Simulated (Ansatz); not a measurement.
CoCl₂, relaxed as a quartet with UKS PBE0-D4/def2-TZVP in Ansatz, starting from the GFN2-xTB geometry. Force threshold 0.02 eV/Å.

Start:

```xyz
3

Co   -0.0003    0.0000    0.0001
Cl   -0.8620    0.6724    1.6115
Cl    0.8623   -0.6724   -1.6116
```

(1) Estimate the energy that the relaxation releases and the steps that it takes.

(2) Does the start keep its bonding and symmetry?

(3) Predict the relaxed structure.

Answers

(1) 38.4 kJ/mol, in 4 steps; 10 s on 2 threads of Intel Xeon Platinum 8559C on a shared host. No frequencies were taken in this run, so the end may be a saddle point.

(2) By distances, no bond broke or formed. The bond that changes most is Co1–Cl2, from 1.95 to 2.09 Å (atoms count from 1). Point group D∞h at the start, D∞h at the end, both within 0.05 Å.

(3) 
```xyz
3

Co    0.000    0.000    0.000
Cl   -0.925    0.721    1.729
Cl    0.925   -0.721   -1.729
```
Bond lengths: 2 × Cl–Co 2.09 Å.
